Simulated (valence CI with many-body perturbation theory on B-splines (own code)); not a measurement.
## E1 transitions of Nd47+

Level of theory: configuration interaction combined with many-body perturbation theory (CI+MBPT): three valence electrons over a frozen Dirac-Fock core [Ne], a basis of 11 s, 11 p, 10 d, 8 f, 5 g, 2 h functions for each j, with the one-electron correlation potential Σ1 (screened to all orders), the two-electron term Σ2, the three-electron term Σ3, Breit, model QED; selected single and double excitations, second order for the rest, scaled by the run's own slope (own B-spline code, finite nucleus).

No measured spectrum was set against this ion. As an estimate, large intervals hold to a few tenths of a per cent, small ones and those within an open d or f shell to about a per cent.

Lines 1 to 50 of 587 in falling wavelength, among levels below 144.13 Ry, chosen from the strongest by gf and those to the six lowest levels. Wavelengths and rates use the calculated energies. Electric multipoles are in the length gauge, E1 and E2 with the static RPA response of the core. Weak lines are less certain than strong ones. Lines between different terms over intervals too small for the method are left out, as are lines whose strength nearly cancels. The highest levels of a list are the least certain.

Levels are named by their leading jj configuration (3d3/2^4 stands for four electrons in 3d with j = 3/2), which in mixed levels can hold well under half, so a name can repeat and another be missing. Letters in brackets count levels of one name in rising energy.

```csv
λ vac (Å),Upper,Lower,A (s⁻¹),S (a.u.) with core polarisation,S without
807.5,(3s^2 3p3/2) J=3/2,(3s 3p1/2^2) J=1/2,3.89e+05,4.05e-04,4.12e-04
246.3,(3s 3p1/2 4p1/2) J=1/2 [a],(3s 3p1/2 4s) J=1/2 [a],6.87e+09,1.01e-01,1.02e-01
228.0,(3s^2 4p1/2) J=1/2,(3s^2 4s) J=1/2,9.15e+09,1.07e-01,1.07e-01
217.2,(3s 3p1/2 4p1/2) J=3/2,(3s^2 4p3/2) J=3/2,3.48e+09,7.04e-02,7.06e-02
125.9,(3s 3p1/2 3p3/2) J=3/2 [a],(3s^2 3p3/2) J=3/2,1.07e+09,4.22e-03,4.30e-03
122.8,(3p1/2 3p3/2 3d5/2) J=7/2 [b],(3s 3p3/2 3d5/2) J=5/2 [b],6.84e+09,5.00e-02,5.10e-02
119.9,(3s^2 4p3/2) J=3/2,(3s^2 4s) J=1/2,2.48e+10,8.45e-02,8.43e-02
119.7,(3p1/2 3p3/2 3d5/2) J=9/2,(3s 3p3/2 3d5/2) J=7/2 [b],5.46e+09,4.62e-02,4.71e-02
116.4,(3p1/2 3d3/2^2) J=5/2,(3s 3d3/2^2) J=3/2,1.00e+10,4.68e-02,4.77e-02
115.6,(3p1/2 3d3/2 3d5/2) J=9/2,(3s 3d3/2 3d5/2) J=7/2 [b],1.54e+10,1.18e-01,1.20e-01
111.0,(3s 3p1/2 3p3/2) J=5/2,(3s^2 3p3/2) J=3/2,7.15e+09,2.90e-02,2.95e-02
110.1,(3s 3p1/2 3d5/2) J=7/2,(3s^2 3d5/2) J=5/2,1.13e+10,5.98e-02,6.09e-02
109.0,(3p1/2 3d3/2 3d5/2) J=7/2 [a],(3s 3d3/2 3d5/2) J=7/2 [a],8.51e+09,4.35e-02,4.44e-02
108.5,(3p1/2 3d5/2^2) J=5/2,(3s 3d5/2^2) J=3/2,1.67e+10,6.31e-02,6.42e-02
107.6,(3p1/2 3d5/2^2) J=9/2,(3s 3d5/2^2) J=7/2,2.27e+10,1.39e-01,1.42e-01
107.2,(3p1/2 3d3/2 3d5/2) J=9/2,(3s 3d3/2 3d5/2) J=9/2,8.73e+09,5.31e-02,5.41e-02
106.1,(3p1/2 3p3/2 3d5/2) J=9/2,(3s 3p3/2 3d5/2) J=7/2 [a],9.83e+09,5.79e-02,5.90e-02
104.9,(3s 3p1/2 4s) J=3/2,(3s^2 4s) J=1/2,7.16e+10,1.63e-01,1.64e-01
103.5,(3s 3p1/2^2) J=1/2,(3s^2 3p1/2) J=1/2,1.82e+10,1.99e-02,2.03e-02
103.5,(3s^2 4d3/2) J=3/2,(3s^2 4p1/2) J=1/2,9.71e+10,2.12e-01,2.13e-01
103.1,(3p1/2^2 3p3/2) J=3/2,(3s 3p1/2 3p3/2) J=3/2 [b],6.36e+09,1.38e-02,1.40e-02
101.8,(3p1/2 3p3/2 3d5/2) J=5/2 [a],(3s 3p3/2 3d5/2) J=3/2 [a],1.31e+10,4.11e-02,4.18e-02
101.2,(3p1/2 3d3/2 3d5/2) J=5/2 [b],(3s 3d3/2 3d5/2) J=5/2 [b],1.13e+10,3.48e-02,3.54e-02
100.8,(3p1/2 3p3/2 3d3/2) J=7/2,(3s 3p3/2 3d3/2) J=7/2,1.11e+10,4.49e-02,4.58e-02
100.5,(3p1/2 3d5/2^2) J=3/2,(3s 3d5/2^2) J=5/2,2.63e+10,5.27e-02,5.37e-02
100.1,(3p1/2 3d5/2^2) J=5/2,(3s 3d5/2^2) J=5/2,1.92e+10,5.70e-02,5.80e-02
99.63,(3p1/2 3d5/2^2) J=1/2,(3s 3d5/2^2) J=1/2,3.79e+10,3.70e-02,3.77e-02
98.85,(3p1/2^2 3d5/2) J=5/2,(3s 3p1/2 3d5/2) J=3/2,2.03e+10,5.82e-02,5.92e-02
98.45,(3p1/2 3d3/2 3d5/2) J=7/2 [b],(3s 3d3/2 3d5/2) J=7/2 [b],9.05e+09,3.41e-02,3.47e-02
98.20,(3p1/2 3d5/2^2) J=7/2,(3s 3d5/2^2) J=9/2,2.60e+10,9.72e-02,9.90e-02
97.44,(3p1/2 3d5/2^2) J=9/2,(3s 3d5/2^2) J=9/2,1.71e+10,7.79e-02,7.93e-02
96.41,(3p1/2 3p3/2 3d5/2) J=3/2 [a],(3s 3p3/2 3d5/2) J=5/2 [a],2.32e+10,4.11e-02,4.19e-02
96.30,(3p1/2 3d3/2^2) J=3/2,(3s 3d3/2^2) J=5/2,2.06e+10,3.63e-02,3.70e-02
96.08,(3s 3p1/2 3p3/2) J=3/2 [b],(3s^2 3p3/2) J=3/2,1.19e+10,2.08e-02,2.12e-02
95.99,(3p1/2^2 3d5/2) J=5/2,(3s 3p1/2 3d5/2) J=5/2 [b],2.38e+10,6.24e-02,6.35e-02
94.31,(3p1/2 3p3/2 3d5/2) J=5/2 [a],(3s 3p3/2 3d5/2) J=5/2 [a],1.95e+10,4.83e-02,4.92e-02
93.92,(3p1/2 3p3/2 3d5/2) J=7/2 [b],(3s 3p3/2 3d5/2) J=7/2 [a],1.09e+10,3.55e-02,3.62e-02
92.57,(3p1/2 3p3/2^2) J=5/2,(3s 3p3/2^2) J=5/2,1.58e+10,3.70e-02,3.77e-02
92.37,(3s 3p1/2 3d3/2) J=3/2 [a],(3s 3p1/2 3p3/2) J=3/2 [b],1.04e+10,1.62e-02,1.65e-02
92.35,(3p1/2 3d3/2 3d5/2) J=7/2 [b],(3s 3d3/2 3d5/2) J=9/2,3.28e+10,1.02e-01,1.04e-01
91.06,(3p1/2 3p3/2 3d5/2) J=5/2 [b],(3s 3p3/2 3d5/2) J=7/2 [a],1.88e+10,4.20e-02,4.28e-02
90.36,(3s 3p1/2 3p3/2) J=1/2,(3s^2 3p3/2) J=3/2,1.79e+10,1.30e-02,1.33e-02
90.19,(3p1/2 3p3/2 3d5/2) J=7/2 [a],(3s 3p3/2 3d5/2) J=9/2,3.42e+10,9.90e-02,1.01e-01
90.10,(3p1/2^2 3p3/2) J=3/2,(3s 3p1/2 3p3/2) J=5/2,3.74e+10,5.40e-02,5.50e-02
89.96,(3p1/2^2 3d5/2) J=5/2,(3s 3p1/2 3d5/2) J=7/2,4.49e+10,9.68e-02,9.86e-02
89.74,(3p1/2^2 3d3/2) J=3/2,(3s 3p1/2 3d3/2) J=5/2,4.89e+10,6.98e-02,7.11e-02
89.70,(3p1/2 3p3/2^2) J=3/2,(3s 3p3/2^2) J=5/2,2.92e+10,4.17e-02,4.25e-02
87.20,(3p1/2 3d3/2 3d5/2) J=5/2 [b],(3s 3d3/2 3d5/2) J=7/2 [a],2.07e+10,4.06e-02,4.14e-02
86.93,(3p1/2 3p3/2 3d3/2) J=5/2 [b],(3s 3p3/2 3d3/2) J=7/2,3.89e+10,7.57e-02,7.71e-02
86.22,(3s 3p1/2 3d3/2) J=5/2,(3s 3p1/2 3p3/2) J=3/2 [b],2.31e+09,4.39e-03,4.47e-03
```
